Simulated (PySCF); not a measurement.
Delta-SCF ions had no search for a lower state. Excitations are Tamm–Dancoff values on a coarser integration grid. The basis has no diffuse functions, so Rydberg states are missing or too high.

Z-matrix (Å, degrees):
```
Si
C 1 1.8971
H 2 1.1046 1 108.27
H 2 1.1053 3 105.44 1 115.32
C 2 1.5347 3 109.89 4 118.69
H 5 1.1021 2 111.59 3 -177.21
H 5 1.1025 6 106.96 2 122.24
H 5 1.1026 6 107.18 7 114.67
C 1 1.8979 2 109.42 3 176.84
H 9 1.1049 1 108.00 2 56.28
H 9 1.1054 10 105.55 1 115.29
C 9 1.5349 10 109.79 11 118.61
H 12 1.1023 9 111.61 10 -177.73
H 12 1.1024 13 107.04 9 122.27
H 12 1.1026 13 107.15 14 114.69
C 1 1.8987 2 109.35 3 58.44
H 16 1.1051 1 107.93 2 178.87
H 16 1.1062 17 105.31 1 113.60
C 16 1.5346 17 109.83 18 118.13
H 19 1.1017 16 111.62 17 59.78
H 19 1.1024 20 107.07 16 -122.56
H 19 1.1026 20 107.08 21 -114.66
C 1 1.9013 2 109.66 3 -64.40
H 23 1.1050 1 108.04 2 169.68
H 23 1.1056 24 105.25 1 -114.09
C 23 1.5350 24 110.04 25 -117.97
H 26 1.1013 23 111.87 24 -62.31
H 26 1.1022 27 106.90 23 122.37
H 26 1.1027 27 107.17 28 114.63
```
Charge 0, multiplicity 1.

**Question.** What is the computed S1–T1 gap (TDA), HOMO–LUMO gap and vertical ionisation energy (Delta-SCF) (TPSSh-D3(BJ)/def2-TZVP // B3LYP-D3(BJ)/def2-SVP (PySCF))?

**Answer.** 
| Item | Result |
|---|---|
| S1–T1 gap (TDA) | 0.18 eV |
| HOMO–LUMO gap | 7.68 eV |
| vertical ionisation energy (Delta-SCF) | 9.02 eV |
